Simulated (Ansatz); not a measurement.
Reaction (isomerisation): `[SiH3]C1=CC1Br` → `[SiH3]C1=C(Br)C1`

Isolated molecules relaxed with PBE0-D4/def2-TZVP in Ansatz; ΔE leaves out vibrations. CBS: MP2 limit from def2 TZ/QZ plus the TZ coupled-cluster correction, frozen cores. Functionals use def2-TZVPP. For Br outer-core shells are correlated without core-valence functions, which leaves a few kJ/mol of doubt a bond. Scalar relativity is left out up to krypton.

| species | B2PLYP energy (Eh) |
| --- | --- |
| `[SiH3]C1=CC1Br` | -2980.32729 |
| `[SiH3]C1=C(Br)C1` | -2980.32153 |

Task: Work out ΔE.

Result: ΔE = (-2980.32153) − (-2980.32729) = 0.00576 Eh = +15.1 kJ/mol. CCSD(T)/CBS gives +18.2 kJ/mol.

Largest T1 diagnostic among the species: 0.010.

In def2-TZVPP, CCSD(T) changes the Hartree–Fock value by −11.4 kJ/mol (the triples alone add −1.3 kJ/mol) and MP2 by −13.1 kJ/mol.
